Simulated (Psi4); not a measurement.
Psi4 input (wB97X-D/6-311+G**):

```
memory 1500 MB

molecule {
0 2
N    -1.70694800   -0.65431600    0.25024700
Si   -0.58544600    0.63195500    0.00078900
Si    1.53945300   -0.31873300   -0.23459500
H    -1.55701900   -1.33366500    0.97899900
H    -2.68998600   -0.51749200    0.07470100
H    -0.54094700    1.66956800    1.07445000
H    -0.99457700    1.33399800   -1.23919500
H     1.70708600   -1.56047500    0.56858900
H     2.66798200    0.60318400    0.06400800
symmetry c1
no_reorient
no_com
}

set {
  basis 6-311+G**
  reference uks
  scf_type df
  df_basis_scf def2-universal-jkfit
  dft_radial_points 99
  dft_spherical_points 590
  e_convergence 1e-8
  d_convergence 1e-7
  maxiter 150
}

e = energy('wb97x-d')
print_out(f'\nFINAL {e:.10f} DIPOLE {variable("CURRENT DIPOLE")[0]:.6f} {variable("CURRENT DIPOLE")[1]:.6f} {variable("CURRENT DIPOLE")[2]:.6f}\n')
```

From the output:

```
              A
    DOCC [    20 ]
    SOCC [     1 ]
    NA   [    21 ]
    NB   [    20 ]

  @DF-UKS Final Energy:  -637.32129840731227

   => Energetics <=

    Nuclear Repulsion Energy =            143.7744990010450010
    One-Electron Energy =               -1166.9109104978247160
    Two-Electron Energy =                 422.3535670267596061
    DFT Exchange-Correlation Energy =     -36.5357171205859714
    Empirical Dispersion Energy =          -0.0027368167061541
    VV10 Nonlocal Energy =                  0.0000000000000000
    Total Energy =                       -637.3212984073122698

  UHF NO Occupations:
  HONO-2 :   19  A 1.9998326
  HONO-1 :   20  A 1.9990282
  HONO-0 :   21  A 1.0000000
  LUNO+0 :   22  A 0.0009718
  LUNO+1 :   23  A 0.0001674
  LUNO+2 :   24  A 0.0001500
  LUNO+3 :   25  A 0.0000642

Computation Completed

Properties will be evaluated at   0.000000,   0.000000,   0.000000 [a0]

Properties computed using the SCF density matrix

 Multipole Moments:

 ------------------------------------------------------------------------------------
     Multipole            Electronic (a.u.)      Nuclear  (a.u.)        Total (a.u.)
 ------------------------------------------------------------------------------------

 L = 1.  Multiply by 2.5417464519 to convert [e a0] to [Debye]
 Dipole X            :         -0.4640703            0.0000019           -0.4640684
 Dipole Y            :         -0.0941300            0.0000265           -0.0941035
 Dipole Z            :          0.2628782           -0.0000057            0.2628725
 Magnitude           :                                                    0.5415874

 ------------------------------------------------------------------------------------

FINAL -637.3212984073 DIPOLE -0.464068 -0.094103 0.262872

*** Psi4 exiting successfully. Buy a developer a beer!
```

The geometry given is a B3LYP-D3(BJ)/def2-TZVP minimum.
